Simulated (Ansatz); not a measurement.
`O[SiH](F)CF` + H₂ → `O[SiH2]F` + fluoromethane at 600 K and 1 bar (hydrogenolysis of the Si–C bond).

Computed with Ansatz on PBE0-D4/def2-TZVP structures; ΔE is electronic, products minus reactants. CBS: MP2 limit from def2 TZ/QZ plus the TZ coupled-cluster correction, frozen cores. This one scheme is used for every species. Each species was taken in one conformer, which may not be the lowest.

| species | CCSD(T)/CBS energy (Eh) | H − E (kJ/mol) | S (J/(mol·K)) |
| --- | --- | --- | --- |
| `O[SiH](F)CF` | -604.40864 | 204.3 | 420.8 |
| H₂ | -1.17544 | 43.9 | 150.8 |
| `O[SiH2]F` | -465.96250 | 127.7 | 331.4 |
| `CF` | -139.63461 | 127.6 | 254.6 |

H − E and S are ideal-gas, rigid-rotor, harmonic terms from PBE0-D4/def2-TZVP, for one conformer and one mirror image of each species. For small species the MP2-based limit differs from directly extrapolated CCSD(T) by up to some mEh (0.8 for H₂); such offsets cancel only in part. 1 Eh = 2625.50 kJ/mol, R = 8.31446 J/(mol·K).

Problem. By hand: ΔE, ΔH, ΔS and ΔG.

Solution. ΔE = (-465.96250) + (-139.63461) − (-604.40864) − (-1.17544) = -0.01303 Eh = -34.2 kJ/mol. Δ(H − E) = 127.7 + 127.6 − 204.3 − 43.9 = 7.1, so ΔH = -27.1 kJ/mol. ΔS = 331.4 + 254.6 − 420.8 − 150.8 = 14.4 J/(mol·K). ΔG = -27.1 − 600 × (14.4)/1000 = -35.7 kJ/mol.

Problem. By hand: the equilibrium constant, and the temperature at which ΔG would vanish if ΔH and ΔS stayed fixed.

Solution. log₁₀ K = −ΔG/(RT ln 10) = 3.1. ΔH and −TΔS have one sign here, so there is no such temperature.

The number of gas molecules stays the same, so ΔS is small and ΔH decides. A doubt of 5 kJ/mol in ΔE shifts log₁₀ K by 0.4 here. Other conformers and mirror images would add mixing entropy, several J/(mol·K) or more a flexible species. Modes under 60 cm⁻¹, often nearly free rotors, make the harmonic entropy too high. These are equilibria of isolated gas molecules and say nothing of rates. Largest T1 diagnostic: 0.012 (customary marks: 0.02 for closed shells, 0.045 for open ones).
